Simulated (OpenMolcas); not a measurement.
# Cu2+: moving or changing the point charges

Cu2+ among 6 point charges of -2 e arranged as an octahedron (Oh), 2.03 Å from the ion.

```
Program             : OpenMolcas 26.06
Method              : SS-CASPT2, IPEA 0.25 Eh, imaginary shift 0.1 Eh (closed shells correlated: 3s 3p)
Basis               : ANO-RCC-VDZP [5s4p2d1f]
Scalar Hamiltonian  : DKH2, point nucleus
Active space        : 9 electrons in 5 orbitals (3d)
State averaging     : 2S+1 = 2 even, 5 roots
Spin-orbit coupling : state interaction with AMFI integrals over the reference wave functions
```

Runs around this geometry, states (labels of O, the rotations of Oh). Energies in cm-1 above the lowest state or level, χT in cm3 K/mol; 10Dq is the gap between the two states.

```
R (Å)  q (e)  Ground state  First state of that spin  10Dq  First gap with spin-orbit (degeneracies)  χT at 300 K
 2.03     -1            2E                  2T2 1980  1981                               1530 (4, 2)        1.006
 2.03     -2            2E                  2T2 3950  3950                               3350 (4, 2)        0.758
 2.25     -2            2E                  2T2 2510  2513                               2010 (4, 2)        0.916
```

Taking |10Dq| as R^-n, n = -ln(2513 / 3950) / ln(2.25 / 2.03) = 4.4 between the shortest and longest distance. The point-charge formula for a cubic d site gives n = 5.

Scaling the charges by -1 / -2 = 0.50 scales |10Dq| by 1981 / 3950 = 0.50; with fixed orbitals a first-order splitting would follow the charge.

An orbital doublet at a regular site is open to a Jahn-Teller distortion, which this geometry leaves out. The ground term spreads over less than 5000 cm-1, several times less than with real ligands, so orbital moments are less quenched and χT lies further from the spin-only value than at real sites. Free-ion shares, where given, are those of the reference states; single-state CASPT2 does not remix them. This is an electrostatic model: the charges have no orbitals. No measured value stands beside these numbers.
